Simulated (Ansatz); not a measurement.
Start from `OC(F)[SiH2][SiH3]` and change one atom or group to get `N[SiH2]C(O)F`.

Ansatz, PBE0-D4/def2-TZVP geometries, multiplicity 1. Each molecule was computed in one conformer, which needn't be the lowest.

```json
{"property": "LUMO energy (PBE0/def2-TZVPP) / eV", "`OC(F)[SiH2][SiH3]`": "0.02"}
{"property": "LUMO energy (ωB97M-V/def2-TZVPP) / eV", "`OC(F)[SiH2][SiH3]`": "1.74"}
{"property": "HOMO energy (PBE0/def2-TZVPP) / eV", "`OC(F)[SiH2][SiH3]`": "-8.26"}
{"property": "HOMO energy (ωB97M-V/def2-TZVPP) / eV", "`OC(F)[SiH2][SiH3]`": "-10.36"}
{"property": "size of the dipole moment (B3LYP/def2-TZVPP) / D", "`OC(F)[SiH2][SiH3]`": "1.68"}
{"property": "HOMO energy (B3LYP/def2-TZVPP) / eV", "`OC(F)[SiH2][SiH3]`": "-8.06"}
```

(1) Give the same properties after the change, and the shifts. (An estimate is asked.)

Answers

(1) Computed: 
```tsv
property	`N[SiH2]C(O)F`	shift
LUMO energy (PBE0/def2-TZVPP) / eV	0.02	0.00
LUMO energy (ωB97M-V/def2-TZVPP) / eV	1.54	-0.20
HOMO energy (PBE0/def2-TZVPP) / eV	-7.79	0.47
HOMO energy (ωB97M-V/def2-TZVPP) / eV	-10.10	0.26
size of the dipole moment (B3LYP/def2-TZVPP) / D	3.15	1.47
HOMO energy (B3LYP/def2-TZVPP) / eV	-7.60	0.46
```

Dipoles are sizes alone; their direction can turn.

B3LYP here is the variant with VWN-RPA as its local correlation; programs differ in this.
